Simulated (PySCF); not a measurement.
## Multinuclear NMR of C5H7NOSi

Cartesian coordinates in Å; atom numbers follow the order of the lines, from 1:
```xyz
15

C    -2.7046    0.5703   -1.3333
C    -2.2277   -0.1360   -0.3240
O    -0.9153   -0.1486   -0.0118
Si   -0.0726   -0.9079    1.1516
C     1.6809   -0.3333    0.8100
C     2.0345    0.4982   -0.1723
C     3.3661    0.9006   -0.3894
N     4.4528    1.2269   -0.5613
H    -3.7528    0.5651   -1.5633
H    -2.0607    1.1693   -1.9526
H    -2.8661   -0.7427    0.3073
H    -0.1819   -2.3631    1.0176
H    -0.5118   -0.4846    2.4842
H     2.4534   -0.7116    1.4664
H     1.3014    0.9052   -0.8564
```

- PBE0/pcSseg-1 with gauge-including orbitals
- GFN2-xTB geometry
- run in PySCF 2.14.0 with density-fitted response routines
- no solvent, one computed conformer, averaged over atoms made equivalent by symmetry, fast rotation or ring inversion, no relativistic terms

Task: Where does $^{29}$Si resonate?

Result: 
| atoms | environment | σ (ppm) | δ (ppm) |
| --- | --- | --- | --- |
| Si4 | silicon bonded to C, O, 2 H | 382.2 | -34.2 |

Shieldings were converted by a linear fit to measured shifts: $^{29}$Si (scatter 8.9 ppm rms, 25.8 ppm with the 6 outliers that the fit left out vs TMS, solution or neat liquid). Occasional misses reach two or three times the rms, and more in compound classes unlike the fitted ones.

On a 400 MHz spectrometer $^{29}$Si resonates near 79.5 MHz, so 1 ppm is 79.5 Hz.

Task: Where does $^{15}$N resonate?

Result: 
| atoms | environment | σ (ppm) | δ (ppm) |
| --- | --- | --- | --- |
| N8 | nitrile nitrogen | -56.4 | -96.1 |

Shieldings were converted by a linear fit to measured shifts: $^{15}$N (scatter 6.3 ppm rms vs CH3NO2, solution or neat liquid). A few per cent of atoms miss by over 2 rms, more outside the fitted compound classes.

On a 500 MHz spectrometer $^{15}$N resonates near 50.7 MHz, so 1 ppm is 50.7 Hz.

Task: Predict the $^{17}$O NMR data.

Result: 
```tsv
atoms	environment	σ (ppm)	δ (ppm)
O3	oxygen bonded to C, Si	242.9	45.4
```

Shieldings were converted by a linear fit to measured shifts: $^{17}$O (scatter 10.7 ppm rms, 12.2 ppm with the 3 outliers that the fit left out vs liquid water, solution or neat liquid). A few per cent of atoms miss by over 2 rms, more outside the fitted compound classes.

On a 600 MHz spectrometer $^{17}$O resonates near 81.3 MHz, so 1 ppm is 81.3 Hz.
